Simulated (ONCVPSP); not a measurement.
Mg (Z = 12): from the effect back to the setting (ONCV)

Base potential:

```
Element                 : magnesium
Generator               : ONCVPSP 4.0.1
Type                    : optimised norm-conserving Vanderbilt (ONCV)
Functional              : PBEsol
Relativity              : scalar-relativistic
Frozen core             : [Ne]
Valence charge          : 2
Reference configuration : 3s2
Partial waves           : 3s: rc 1.95 bohr, ncon 4, nbas 8, qcut 3.1 1/bohr, 2 projectors, debl 3 Ha; p scattering state at 0.25 Ha: rc 1.60 bohr, ncon 3, nbas 6, qcut 5.5 1/bohr, local
Local potential         : the p channel
Core correction         : Teter function, fcfact 4.75, rcfact 1.55
```

Cutoffs, loose and tight: the cutoffs (Ha) at which the residual kinetic energy of the hardest occupied pseudo-wave falls to 1 and 0.1 mHa per electron. They do not see the model core or the augmentation charge, which bear on the density cutoff. Test errors are all-electron minus pseudo excitation energies from the reference, over the configurations 3s1; 3s1.5; 3s1 3p1; 3s0 3p1; variants that change the core or the reference have their own tests.

Only the s radius is moved (2 further runs of the sweep failed or gave no value and are left out):

```csv
s radius (bohr),"cutoff, loose","cutoff, tight",bound ghosts,largest test error (meV)
1.86,3.6 Ha,6.0 Ha,s,-77
2.16,3.7 Ha,5.8 Ha,s,-76
2.4,3.5 Ha,5.4 Ha,s,-79
2.86,3.1 Ha,4.1 Ha,none,-93
```

Q: One more run gave cutoff, loose: 3.3 Ha; cutoff, tight: 4.8 Ha; bound ghosts: s; largest test error (meV): -83. Which value of the s radius was used?

A: 2.58 bohr. The tight cutoff moves one way along this sweep, from 6.0 Ha at 1.86 to 4.1 Ha at 2.86 bohr, which places the run between 2.4 and 2.86 bohr.
